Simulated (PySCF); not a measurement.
Cd(Me) (CH3Cd), SMILES [CH3][Cd] (connectivity only; charge and spin as stated), neutral, multiplicity 2. Coordinates come from a PBE-D3(BJ)/def2-TZVP optimisation. The spin state was assumed, not searched. The isomer is the one that the SMILES or the coordinates give; other isomers of the formula were not compared. The def2 effective core potentials stand for the cores of Cd; spin–orbit coupling is left out.

Method: PBE-D3(BJ)/def2-TZVP (PySCF).

Harmonic wavenumbers (cm⁻¹): 314, 567, 567, 979, 1383, 1383, 2993, 3116, 3116. Rotational constants (GHz): 151.4, 6.778, 6.778; symmetry number 3.

### Question
Work out the zero-point energy and the ideal-gas rigid-rotor harmonic-oscillator thermochemistry at 298.15 K and 1 atm.

### Answer
ZPE = ½ Σ hcν = ½ × 14417 cm⁻¹ = 86.23 kJ/mol. H − E(el) = 98.29 kJ/mol. Entropy in J/(mol K): translation 169.21, rotation 80.25, vibration 10.48, spin 5.76, total 265.69. G − E(el) = 19.08 kJ/mol. Cp = 52.00 J/(mol K).
